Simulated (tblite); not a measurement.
C6H11O2 (doublet state).
Bonds: C1–C2, C2–C3, C3–O4, O4–C5, C5–C6, C6–C7, C7–O8 (double). Hydrogens: H9, H10, H11 on C1; H12, H13 on C2; H14, H15 on C3; H16, H17 on C5; H18 on C6; H19 on C7.
Bond orders are those of one Lewis drawing.

Computed with GFN2-xTB (tblite), gas phase: L-BFGS steps from a force-field or distance-geometry start until the largest atomic force falls under 0.01 eV/Å.

Step 4: E = -721.0259 eV
```
atom  x, y, z in Å  |  force x, y, z in eV/Å
C1     -3.3579    0.3244   -0.0701   -0.006  -0.016  -0.001
C2     -2.0917   -0.5039    0.1001    0.031   0.018   0.002
C3     -0.8354    0.3485   -0.0536    0.013  -0.020   0.013
O4      0.2991   -0.4780    0.1162   -0.029  -0.036   0.020
C5      1.5135    0.2008   -0.0040   -0.101   0.099  -0.002
C6      2.6599   -0.7022    0.1721   -0.059   0.053   0.025
C7      3.9720   -0.2918   -0.1515   -0.008   0.000   0.048
O8      4.2665    0.8221   -0.5684    0.074   0.193  -0.111
H9     -4.2294   -0.3131    0.0455   -0.048   0.010  -0.001
H10    -3.3948    0.7814   -1.0565    0.021  -0.008   0.004
H11    -3.4081    1.1145    0.6756    0.016  -0.003   0.003
H12    -2.0813   -0.9711    1.0860    0.029   0.031   0.010
H13    -2.0674   -1.3054   -0.6397    0.036   0.033  -0.023
H14    -0.8213    1.1517    0.6999   -0.055   0.006   0.002
H15    -0.8110    0.8200   -1.0495   -0.016  -0.027   0.022
H16     1.5795    0.7220   -0.9796    0.077  -0.036   0.038
H17     1.5726    1.0171    0.7537    0.043  -0.078  -0.075
H18     2.4678   -1.6778    0.5765   -0.033  -0.142  -0.011
H19     4.7576   -1.0498   -0.0010    0.016  -0.076   0.038
```

Step 5: E = -721.0283 eV
```
atom  x, y, z in Å  |  force x, y, z in eV/Å
C1     -3.3582    0.3237   -0.0699   -0.016  -0.005   0.002
C2     -2.0920   -0.5042    0.1000    0.031   0.006   0.015
C3     -0.8363    0.3481   -0.0529    0.008  -0.016   0.011
O4      0.2969   -0.4804    0.1184   -0.003   0.027  -0.010
C5      1.5110    0.1995   -0.0046   -0.063   0.013   0.007
C6      2.6593   -0.6995    0.1746   -0.020  -0.011   0.017
C7      3.9720   -0.2896   -0.1496   -0.002   0.086  -0.004
O8      4.2687    0.8243   -0.5713    0.028   0.053  -0.047
H9     -4.2311   -0.3126    0.0454   -0.031   0.016  -0.002
H10    -3.3937    0.7811   -1.0563    0.015  -0.010   0.003
H11    -3.4073    1.1145    0.6756    0.012  -0.011  -0.002
H12    -2.0794   -0.9690    1.0877    0.017   0.018  -0.022
H13    -2.0652   -1.3039   -0.6421    0.024   0.028   0.006
H14    -0.8237    1.1521    0.6999   -0.043   0.000   0.003
H15    -0.8119    0.8192   -1.0488   -0.007  -0.028   0.018
H16     1.5843    0.7217   -0.9760    0.034  -0.026  -0.048
H17     1.5750    1.0131    0.7484    0.016   0.017   0.031
H18     2.4662   -1.6786    0.5734   -0.014  -0.105  -0.018
H19     4.7556   -1.0502   -0.0002    0.014  -0.053   0.039
```

Step 6: E = -721.0291 eV
```
atom  x, y, z in Å  |  force x, y, z in eV/Å
C1     -3.3585    0.3234   -0.0699   -0.009  -0.004   0.004
C2     -2.0916   -0.5040    0.1002    0.007   0.002   0.010
C3     -0.8363    0.3477   -0.0524   -0.006   0.003   0.009
O4      0.2962   -0.4807    0.1188    0.000   0.032  -0.011
C5      1.5093    0.1996   -0.0046   -0.006  -0.023   0.006
C6      2.6585   -0.6989    0.1756    0.013  -0.029   0.013
C7      3.9722   -0.2870   -0.1493   -0.012   0.021   0.009
O8      4.2697    0.8257   -0.5729    0.015   0.028  -0.031
H9     -4.2322   -0.3122    0.0454   -0.020   0.017  -0.003
H10    -3.3931    0.7808   -1.0562    0.012  -0.009   0.002
H11    -3.4069    1.1143    0.6756    0.009  -0.011  -0.002
H12    -2.0785   -0.9681    1.0879    0.013   0.007  -0.017
H13    -2.0641   -1.3029   -0.6427    0.020   0.020   0.010
H14    -0.8252    1.1522    0.6999   -0.035  -0.001   0.004
H15    -0.8123    0.8184   -1.0482   -0.003  -0.022   0.010
H16     1.5863    0.7212   -0.9757    0.015  -0.024  -0.059
H17     1.5761    1.0121    0.7473    0.003   0.044   0.054
H18     2.4655   -1.6808    0.5723    0.001  -0.048  -0.037
H19     4.7552   -1.0514    0.0007   -0.018  -0.001   0.029
```

Step 7: E = -721.0296 eV
```
atom  x, y, z in Å  |  force x, y, z in eV/Å
C1     -3.3587    0.3231   -0.0697   -0.002  -0.003   0.002
C2     -2.0913   -0.5039    0.1004   -0.010   0.001   0.003
C3     -0.8365    0.3476   -0.0520   -0.015   0.016   0.005
O4      0.2957   -0.4804    0.1189    0.003   0.021  -0.005
C5      1.5083    0.1994   -0.0046    0.034  -0.013   0.007
C6      2.6582   -0.6991    0.1764    0.020  -0.024   0.006
C7      3.9721   -0.2852   -0.1489   -0.006   0.000   0.007
O8      4.2706    0.8270   -0.5744   -0.005  -0.018  -0.007
H9     -4.2332   -0.3117    0.0453   -0.012   0.016  -0.003
H10    -3.3926    0.7805   -1.0561    0.009  -0.008   0.001
H11    -3.4065    1.1140    0.6756    0.006  -0.008   0.001
H12    -2.0777   -0.9675    1.0878    0.010  -0.004  -0.004
H13    -2.0631   -1.3020   -0.6429    0.017   0.009   0.007
H14    -0.8267    1.1522    0.7000   -0.027   0.003   0.007
H15    -0.8126    0.8176   -1.0478   -0.003  -0.012   0.000
H16     1.5877    0.7203   -0.9766    0.005  -0.030  -0.041
H17     1.5767    1.0123    0.7477   -0.004   0.035   0.040
H18     2.4651   -1.6829    0.5708    0.013  -0.012  -0.048
H19     4.7546   -1.0520    0.0018   -0.034   0.032   0.022
```

Q: Estimate the geometry and energy of step 8. (The exact step hangs on the optimiser's Hessian estimate; all steps are aligned on step 7, rigid shifts and turns removed.)

A: E = -721.0300 eV, largest force 0.056 eV/Å
```
atom  x, y, z in Å  |  force x, y, z in eV/Å
C1     -3.3590    0.3227   -0.0696    0.002  -0.001   0.001
C2     -2.0912   -0.5037    0.1006   -0.016  -0.001  -0.001
C3     -0.8370    0.3479   -0.0515   -0.014   0.019   0.002
O4      0.2953   -0.4798    0.1190    0.009   0.013   0.003
C5      1.5081    0.1991   -0.0044    0.047   0.008   0.009
C6      2.6583   -0.6996    0.1772    0.013  -0.008  -0.003
C7      3.9720   -0.2837   -0.1484   -0.004  -0.021   0.006
O8      4.2712    0.8277   -0.5758   -0.019  -0.037   0.006
H9     -4.2343   -0.3109    0.0452   -0.006   0.012  -0.002
H10    -3.3919    0.7800   -1.0560    0.007  -0.006  -0.001
H11    -3.4060    1.1136    0.6756    0.003  -0.003   0.003
H12    -2.0769   -0.9670    1.0876    0.006  -0.012   0.007
H13    -2.0619   -1.3011   -0.6429    0.012  -0.003   0.002
H14    -0.8285    1.1523    0.7003   -0.019   0.009   0.010
H15    -0.8129    0.8166   -1.0474   -0.004   0.000  -0.010
H16     1.5891    0.7190   -0.9780   -0.001  -0.035  -0.013
H17     1.5772    1.0130    0.7485   -0.008   0.015   0.012
H18     2.4651   -1.6850    0.5687    0.020   0.006  -0.051
H19     4.7534   -1.0518    0.0032   -0.029   0.044   0.019
```

The energy changes by -0.0004 eV. The first-order estimate −F·Δx gives -0.0005 eV and the mean of the old and new forces, exact on a quadratic surface, -0.0004 eV. The step makes an angle of 47° with the force vector and moves no atom by more than 0.003 Å.

What follows is the cost of the whole relaxation. Hardware: Arm Neoverse V1, one thread, shared host with 32 logical CPUs at a one-minute load of 40. Cost: 0.35 s.
